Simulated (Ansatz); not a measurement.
Ligand exchange: NaI + H2O2 → NaOH + HOI

Species: NaI (Sodium Iodide), singlet; H2O2 `OO`, singlet; NaOH `[OH][Na]`, singlet; HOI (hypoiodous acid) `OI`, singlet. The partners trade I for OH: Na–I and O–OH bonds give way to Na–OH and O–I.

Shapes, held fixed at every level: PBE0-D4/def2-TZVP. Flexible molecules stand in one conformer, not always the lowest. Programs: Ansatz 0.2.0. The zero-point and thermal change to 298 K, harmonic and unscaled (PBE0-D4/def2-TZVP), is -7.7 kJ/mol.

(1) Estimate ΔH(298 K) of this reaction.

Results:

(1) The highest level, CCSD(T)/def2-TZVPP, gives ΔH(298 K) = -9.2 kJ/mol; the levels span -21.5 to +37.7. They disagree on the sign: 4 of 8 are positive. The column of differences is taken from that level and isn't an error. No measured value is set beside it here. For atoms past krypton def2 sets carry core potentials with scalar relativity. Outer-core shells of I, Na are correlated in most correlated rows, in sets that cover them unevenly.

```tsv
level	kind	ΔH(298 K) (kJ/mol)	less CCSD(T)/def2-TZVPP
PBE-D4/def2-TZVPP	GGA	-9.6	-0.4
BHLYP-D4/def2-TZVPP	global hybrid	-0.6	+8.6
PBE0-D4/def2-TZVPP	global hybrid	+3.4	+12.6
r2SCAN0-D4/def2-TZVPP	global hybrid	+4.5	+13.7
MP2/def2-SVP	perturbation theory	+26.2	+35.4
MP2/def2-TZVPP	perturbation theory	-21.5	-12.3
CCSD/def2-SVP	coupled cluster or CI	+37.7	+46.9
CCSD(T)/def2-TZVPP	coupled cluster or CI	-9.2	0.0
```
